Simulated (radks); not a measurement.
The numbers below are computed, except where a source is named.
Valence configurations of the krypton ion Kr+ (all share [Ar]). Level of theory: scalar-relativistic Kohn-Sham, BLYP, spin-unpolarised, spherical densities, finite nucleus; Fermi nuclear charge, rms radius 4.1884 fm (a radial shooting solver on a logarithmic mesh with Libxc functionals). Energies are relative to 3d10 4s2 4p5; eigenvalues in eV.

valence,E (eV),e(3d),e(4p),e(4s)
3d10 4s2 4p5,0.000,-93.173,-19.382,-33.849
3d10 4s1.5 4p5.5,7.254,-93.937,-19.702,-34.251
3d10 4s1 4p6,14.548,-94.688,-20.015,-34.645
3d9.5 4s2 4p5.5,38.341,-99.942,-20.299,-35.204
3d9 4s2 4p6,79.637,-106.83,-21.211,-36.541

NIST lists [Ar] 3d10 4s2 4p5 as the ground configuration; this level of theory agrees among the configurations tried. The energies are those of spherical spin-averaged densities, not of single terms.
